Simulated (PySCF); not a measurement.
[CuBr4]2- holds Cu(II), d9, at total charge -2. The structure is a PBE0-D3(BJ)/def2-SVP, IEF-PCM water geometry optimised for multiplicity 2; coordination distorted tetrahedral, point group D2d, metal–donor distances 2.43 Å.

The d shell alone is too small an active space for [CuBr4]2- (Cu(II) with such soft donors has much ligand-hole, Cu(I)-like character): its levels, fitted parameters, g values and moments show what this model gives and aren't sound predictions.

```
5

Cu    0.000    0.000    0.000
Br    0.824    1.614    1.614
Br    0.824   -1.614   -1.614
Br   -0.824   -1.614    1.614
Br   -0.824    1.614   -1.614
```

Method (PySCF 2.14, density fitting): CASSCF(9,5) with orbitals averaged over all microstates of the shell, strongly contracted NEVPT2 on the averaged canonical orbitals; basis x2c-TZVPall on the metal, x2c-SVPall elsewhere; spin-free X2C; IEF-PCM water; spin-orbit coupling by state interaction with the mean-field operator over all roots.

Task: Which term lies lowest, and with what spin?

Result: 2B2 (S = 1/2, orbital degeneracy 1), orbital occupations from the lowest 2.0 2.0 2.0 2.0 1.0, by NEVPT2.

Task: Where do the spin-allowed transitions within the shell lie?

Result: By NEVPT2: 2E at 6433 cm⁻¹ (1554 nm); 2B1 at 6997 cm⁻¹ (1429 nm); 2A1 at 8149 cm⁻¹ (1227 nm). The strongest, at 8149 cm⁻¹, has f = 6.1e-05.

Task: What ligand-field parameters describe the result?

Result: At NEVPT2 level: orbital energies 0, 1152, 1716, 1716, 8149 cm⁻¹; ζ = 784 cm⁻¹ (free ion 818).

Task: What are the magnetic parameters?

Result: The ground doublet has g = 2.165, 2.165, 2.734. μeff is 2.13 μB at 300 K and 2.06 μB at 10 K; the spin-only value is 1.73 μB.

Ligand-hole states mix strongly into such Cu(II) halides; the d shell alone makes them too ionic, overstates g shifts and moments and can put the wrong state lowest. NEVPT2 lifts 2B1 from 3945 to 6997 cm⁻¹; on the d shell alone such lifts tend to overshoot.

The job took 21 s on one thread of Arm Neoverse V2 (shared host), with 176 basis functions and a peak of 0.74 GiB, launched as `OMP_NUM_THREADS=1 python lf_run.py task.json out`.
